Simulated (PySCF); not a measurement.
Hg2H2 at several levels of theory

All levels use the PBE0 minimum (singlet; Hg–H 1.649 Å (×2), Hg–Hg 3.490 Å; H–Hg–H 178.8°, H–Hg–Hg 90.6° (×2)), basis [Hg def2-TZVP with ECP60, H def2-TZVP], scalar-relativistic core potentials, density fitting, no spin–orbit coupling, PySCF. For vertical energies the ionised species is a doublet (spins chosen at PBE0 and kept) and the electron-attached one a doublet. Atomisation goes to high-spin ground-configuration atoms, without zero-point energy. Open shells are unrestricted, also as the reference of the correlated levels. A dash marks a value that was not computed or is not defined at that level.

| level | atomisation (kJ/mol) | vertical IP (eV) | vertical EA (eV) | −ε(HOMO) (eV) | gap (eV) | dipole (D) |
| --- | --- | --- | --- | --- | --- | --- |
| PBE0 | 362 | 9.71 | -0.13 | 7.62 | 6.40 | 0.41 |
| HF | 243 | 8.43 | -0.68 | 8.99 | 9.80 | 0.41 |
| MP2 | 321 | 10.17 | -0.40 | – | – | – |
| PBE | 357 | 10.27 | -0.07 | 6.86 | 5.00 | 0.39 |
| B3LYP | 359 | 9.80 | -0.07 | 7.56 | 6.09 | 0.38 |
| r2SCAN | 385 | 9.69 | -0.08 | 7.07 | 5.48 | 0.35 |
| TPSSh | 387 | 9.61 | -0.23 | 7.12 | 5.65 | 0.41 |
| wB97X | 401 | 9.92 | -0.37 | 9.65 | 9.98 | 0.41 |
| revPBE | 337 | 9.50 | -0.16 | 6.76 | 5.02 | 0.37 |

Without diffuse functions attachment energies tend to come out too low.

No spin–orbit coupling is included, which matters more the heavier the element.
